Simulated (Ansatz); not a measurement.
Re2O6⁻, relaxed as a doublet with UKS PBE-D4/def2-SVPD in Ansatz, starting from the GFN1-xTB geometry. Force threshold 0.02 eV/Å.

In the def2 sets Re takes a core potential; there is no spin–orbit coupling. The structure holds one bond between oxygen atoms, so isomers without such links may lie far lower. The relaxation made no stability test and no search for a lower SCF solution. No other spin state of charge -1 was run. Another isomer (doublet) lies 1.47 eV lower at PBE0-D4/def2-TZVPD; other spin states weren't run for this one.

Start:

```xyz
8

Re    0.6727    0.5411   -0.5733
Re   -1.0133   -0.1319    1.3734
O    -1.1313    0.6771   -0.2317
O    -1.1841   -1.7607    1.5954
O     1.1831   -1.2468   -2.8428
O     1.9006    1.5329   -0.0775
O    -1.1909    0.9306    2.6341
O     0.7631   -0.5424   -1.8775
```

```csv
step,energy (eV),largest force component (eV/Å),SCF passes
1,-16529.0089,4.707,41
2,-16530.1300,1.349,48
3,-16530.2934,1.357,95
4 (rejected),-16530.1924,3.272,47
5,-16530.4497,0.991,42
6,-16530.5348,0.814,42
7,-16530.6226,0.512,39
8,-16530.6567,0.587,39
9 (rejected),-16530.6254,0.494,44
10,-16530.6822,0.240,43
11,-16530.6851,0.144,40
12,-16530.6877,0.177,40
13,-16530.6888,0.148,37
14,-16530.6894,0.057,36
15,-16530.6896,0.025,32
16,-16530.6897,0.018,32
```

Force components are those of the run's own axes.

End:

```xyz
8

Re    0.6019    0.6038   -0.6178
Re   -0.9248   -0.1433    1.3423
O    -1.2669    0.9522   -0.2408
O    -1.5136   -1.7724    1.3099
O     1.4453   -1.4581   -2.6910
O     1.6486    1.8844   -0.1220
O    -0.7219    0.7213    2.8316
O     0.7314   -0.7879   -1.8122
```

By distances, no bond broke or formed. The bond that changes most is Re2–O3, from 1.80 to 1.96 Å (atoms count from 1).

No frequencies were taken in this run, so the end may be a saddle point.

Hardware: 4 threads of Arm Neoverse V2 on a shared host. Wall time 71 s.
